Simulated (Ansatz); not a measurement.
Basis sets compared for Cs4⁺. The state is a doublet with charge 1. Geometry PBE/def2-TZVP. Ansatz on 4 threads of Arm Neoverse V1 on a shared host; times are rough, and most runs start from earlier orbitals.

```xyz
4

Cs   -0.935    4.281   -2.031
Cs   -0.451    0.961    2.234
Cs    0.439   -0.962   -2.231
Cs    0.947   -4.280    2.028
```

In the def2 sets Cs takes a core potential; there is no spin–orbit coupling. The structure comes from a short search, and lower isomers may exist.

```
        level  functions  energy (Eh)  HOMO (eV)  LUMO (eV)  wall time
 PBE/def2-SVP         96     -80.5153      -4.62      -4.32      4.6 s
PBE0/def2-SVP         96     -80.4851      -4.93      -3.85        4 s
```

Question: Estimate the rows for PBE/def2-TZVP, PBE0/def2-TZVP.

Answer: 
| level | functions | energy (Eh) | HOMO (eV) | LUMO (eV) | wall time |
| --- | --- | --- | --- | --- | --- |
| PBE/def2-TZVP | 116 | -80.5167 | -4.61 | -4.31 | 4.2 s |
| PBE0/def2-TZVP | 116 | -80.4866 | -4.93 | -3.84 | 18 s |
